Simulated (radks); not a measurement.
The nuclear charge of the iron ion Fe2+ is varied continuously with 24 electrons held in [Ar] 3d6. Method: scalar-relativistic Kohn-Sham, SCAN, spin-polarised, spherical densities, finite nucleus; open shells are filled with parallel spins first; meta-GGA in the generalised Kohn-Sham scheme; Fermi nuclear charge, rms radius 3.7377 fm; computed with a radial shooting solver on a logarithmic mesh with Libxc functionals. By the Hellmann-Feynman theorem dE/dZ = E(electron-nucleus)/Z, the electronic potential at the nucleus (averaged over a nucleus of fixed radius). The scalar-relativistic energy here is not variational (the density holds large components alone), so the two differ by a part that grows with Z.

| Z | E (hartree) | E(electron-nucleus)/Z (hartree) | HOMO | e(HOMO) (eV) | <r> HOMO (bohr) |
|---|---|---|---|---|---|
| 25 | -1158.50954 | -110.515 | 3d | -7.682 | 1.445 |
| 25.5 | -1214.54587 | -113.453 | 3d | -14.343 | 1.248 |
| 26 | -1272.05026 | -116.378 | 3d | -22.269 | 1.124 |
| 26.5 | -1331.01844 | -119.295 | 3d | -31.314 | 1.034 |
| 27 | -1391.44752 | -122.208 | 3d | -41.388 | 0.9628 |

The central difference of E at Z = 26 is -116.473 hartree, to compare with the third column; the second derivative is -5.86 hartree.
